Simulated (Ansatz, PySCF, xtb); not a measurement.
Reaction (SMILES): F[SiH2][SiH3] + 2 [H][H] (H2) → F (HF) + 2 [SiH4] (SiH4)
Geometries: B3LYP-D3(BJ)/def2-TZVP minima from Ansatz (a program for electronic structure).

Wanted: energy of full hydrogenation (0 K, with B3LYP-D3(BJ) harmonic zero-point energies from PySCF), in kJ/mol. Valence correlation only, unless marked. Spin-orbit coupling is left out. No relativistic terms. CBS marks a two-point X^-3 extrapolation of the correlation energy; Hartree-Fock from the larger set.

```csv
level,program,energy of full hydrogenation (kJ/mol),minus last row
GFN1-xTB,xtb,55.8,-44.7
GFN2-xTB,xtb,34.0,-66.5
HF/cc-pV(D+d)Z,Ansatz,46.0,-54.5
BLYP-D4/def2-TZVPD,Ansatz + dftd4,103.7,3.2
revPBE-D4/def2-TZVPD,Ansatz + dftd4,104.5,4.0
revPBE/def2-TZVPD,Ansatz,95.8,-4.7
B3LYP-D4/def2-TZVPD,Ansatz + dftd4,98.8,-1.7
BHLYP/def2-TZVPD,Ansatz,85.7,-14.8
r2SCANh-D4/def2-TZVPD,Ansatz + dftd4,106.5,6.0
CAM-B3LYP/def2-TZVPD,Ansatz,89.0,-11.5
wB97X/def2-TZVPD,Ansatz,91.8,-8.7
B2GP-PLYP-D3(BJ)/def2-TZVPD,Ansatz + dftd3,102.7,2.2
MP2/6-31G*,Ansatz,142.6,42.1
SCS-MP2/6-31G*,Ansatz,137.4,36.9
"CCSD(T)/CBS(cc-pV(T+d)Z,cc-pV(Q+d)Z)",Ansatz,100.5,0.0
```
